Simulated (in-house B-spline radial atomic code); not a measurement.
Values are calculated unless marked as measured or tabulated.
What the choice of pseudopotential does to G0W0 on PBE: Cr⁺

All numbers come from an all-electron radial atomic-structure program (B-spline basis), non-relativistic, configuration [Ar] 3d5, open shells at high spin. Semilocal Troullier-Martins pseudo-atoms, one channel per l, are made with PBE or LDA for several valence sets and radii, with or without a model core, and set against the all-electron atom. One channel fits only the lowest state of its l, so a second state of that l is approximate. All electrons give 3d up: PBE -10.990 eV, G0W0 -15.997 eV. Potentials are made in the ion's own configuration unless the neutral atom is named, and a smooth local potential serves every l without a channel. Potentials that miss their own reference levels by more than 6 millihartree, or need radii over 3.5 bohr, are left out. Columns give pseudo minus all-electron, in eV; a dash marks a level in the core or of low weight.

```csv
valence,made with,radii (bohr),model core (bohr),3d up PBE,3d up G0W0
3d,PBE,s 2.63 p 3.28 d 2.40,none,-0.42,+1.80
3d,"PBE, neutral atom",s 3.21 d 2.76,none,-0.59,+1.12
3d,PBE,s 2.36 p 2.95 d 2.16,1.33,-0.05,+2.52
3d,"PBE, neutral atom",s 3.40 d 3.12,1.35,-0.52,+1.18
3p 3d,PBE,s 2.10 p 0.64 d 1.92,0.47,-0.05,+0.59
3p 3d,"PBE, neutral atom",s 2.51 p 0.72 d 2.16,0.47,-0.08,+0.51
3p 3d,PBE,s 2.63 p 0.80 d 2.40,0.47,-0.12,+0.43
3p 3d,PBE,s 3.02 p 0.92 d 2.76,0.47,-0.21,+0.30
3s 3p 3d,"PBE, neutral atom",s 0.70 p 0.72 d 2.16,none,-0.14,-0.16
3s 3p 3d,"PBE, neutral atom",s 0.78 p 0.80 d 2.40,none,-0.20,-0.25
3s 3p 3d,PBE,s 1.02 p 1.04 d 3.12,none,-0.30,-0.26
3s 3p 3d,"PBE, neutral atom",s 0.78 p 0.80 d 2.40,0.46,-0.21,-0.25
3s 3p 3d,"PBE, neutral atom",s 0.90 p 0.92 d 2.76,0.46,-0.37,-0.42
3s 3p 3d,"PBE, neutral atom",s 1.02 p 1.04 d 3.12,0.46,-0.58,-0.61
```

**Question.** How does the G0W0 shift of 3d up, which all sets hold, depend on the valence set?

**Answer.** Mean size: 3s 3p 3d: 0.33 eV; 3p 3d: 0.46 eV; 3d: 1.66 eV. A semicore state feels strong exchange with the other subshells of its n, so the gain is largest when that whole shell is in the valence. The means mix radii and the functional used in making the potentials.
